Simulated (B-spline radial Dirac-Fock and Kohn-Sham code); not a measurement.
# Yb 4s: cross section and angular parameters

System: the Yb atom, configuration 1s2 2s2 2p6 3s2 3p6 3d10 4s2 4p6 4d10 4f14 5s2 5p6 6s2; threshold 480.5 eV (tabulated edge). Model: Dirac-Hartree-Slater photoionisation with a Latter tail; cross sections with all multipoles, angular parameters from the dipole term and its interference with E2. Program: a radial B-spline solver.

For linearly polarised light dσ/dΩ = σ/(4π) [1 + β P₂(cos θ) + (δ + γ cos²θ) sin θ cos φ], with θ from the polarisation vector and φ the angle between the beam and the projection of the electron momentum on the plane normal to the polarisation.

| hν (eV) | σ (kb) | β | γ |
| --- | --- | --- | --- |
| 521 | 76.7 | 1.804 | 0.459 |
| 566 | 72.4 | 1.829 | 0.529 |
| 577 | 71.3 | 1.834 | 0.537 |
| 676 | 62.3 | 1.865 | 0.575 |
| 758 | 55.7 | 1.882 | 0.586 |
| 800 | 52.6 | 1.889 | 0.586 |
| 916 | 45.0 | 1.903 | 0.575 |
| 968 | 42.0 | 1.907 | 0.566 |
| 1253.6 | 30.0 | 1.924 | 0.506 |
| 2390 | ? | ? | ? |
| 2910 | 8.07 | 1.952 | 0.140 |
| 2984.4 | 7.72 | 1.952 | 0.128 |
| 3060 | 7.40 | 1.953 | 0.115 |
| 6520 | 1.87 | 1.962 | -0.146 |
| 8047.8 | 1.25 | 1.964 | -0.141 |
| 10500 | 0.737 | 1.965 | -0.062 |
| 11300 | 0.636 | 1.965 | -0.024 |
| 12000 | 0.563 | 1.966 | 0.013 |
| 15000 | 0.356 | 1.966 | 0.200 |

**Question.** Give the values at 2390 eV.

**Answer.** σ = 11.2 kb, β = 1.947, γ = 0.238. For an s subshell δ is negligible.

Values without a named source are computed, but for edge energies of neutral atoms, which are taken from tables.
